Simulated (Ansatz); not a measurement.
dimethyl selenide cation (C2H6Se), SMILES C[Se]C (connectivity only; charge and spin as stated), charge +1, multiplicity 2.

The structure is a stationary point at B3LYP-D3(BJ)/def2-SVP. The spin state was assumed, not searched.

Two levels are set side by side: PBE/def2-SVPD (Ansatz, a quantum-chemistry and plane-wave program) and PBE0/def2-SVPD (Ansatz). Energy differences of separate SCF runs at the same geometry; the states with an electron removed or added have multiplicity 1 and 1. Differences are taken from unrounded values.

| quantity | PBE0 |
|---|---|
| vertical ionisation energy (eV) | 16.61 |
| vertical electron affinity (eV) | 8.21 |

### Question
What does PBE give, and how far is it from PBE0? (An estimate is asked for; the answer gives what the named calculation found.)

### Answer

```csv
quantity,PBE,PBE minus PBE0
vertical ionisation energy (eV),16.26,-0.35
vertical electron affinity (eV),8.15,-0.07
```
